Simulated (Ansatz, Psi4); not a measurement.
Approach curve of the dimer H3ClSi ··· H2 (SMILES [SiH3]Cl and [H][H]). Monomers: optimised at B3LYP-D3(BJ) (def2-TZVP), held rigid. Orientation: lowest of the rigid-body minima from ten starts at GFN2-xTB. R is the distance of the centres of mass, along which the second monomer moves.

Levels: SAPT0/jun-cc-pVDZ, frozen core (Psi4); PBE/def2-TZVP, counterpoise-corrected (Psi4); wB97X-D/def2-TZVP, counterpoise-corrected (Psi4); MP2/aug-cc-pVTZ = DF-MP2/aug-cc-pVTZ, frozen core, counterpoise-corrected run with Psi4; CCSD(T)/aug-cc-pVDZ = CCSD(T) on RHF/aug-cc-pVDZ, frozen core, counterpoise-corrected run with Ansatz (an electronic-structure program).

Cost and agreement with CCSD(T)/aug-cc-pVDZ over the 11 points of the scan, with CCSD(T)/aug-cc-pVDZ as yardstick. Costs are rough ratios of core time within Psi4 on shared cores, each with its mean field (Kohn-Sham runs search longer for lower solutions than correlated ones do); the miss is the largest difference from CCSD(T) of the interaction energy, in kJ/mol.

Q: Which is the cheapest of these levels that stays within 1.4 kJ/mol of CCSD(T)/aug-cc-pVDZ?

A: PBE/def2-TZVP.

| level | relative cost | largest difference |
|---|---|---|
| SAPT0/jun-cc-pVDZ | 1 | 1.93 |
| PBE/def2-TZVP | 2 | 1.14 |
| wB97X-D/def2-TZVP | 3 | 1.75 |
| MP2/aug-cc-pVTZ | 5 | 0.63 |

Costs within a factor of two of each other count as equal.
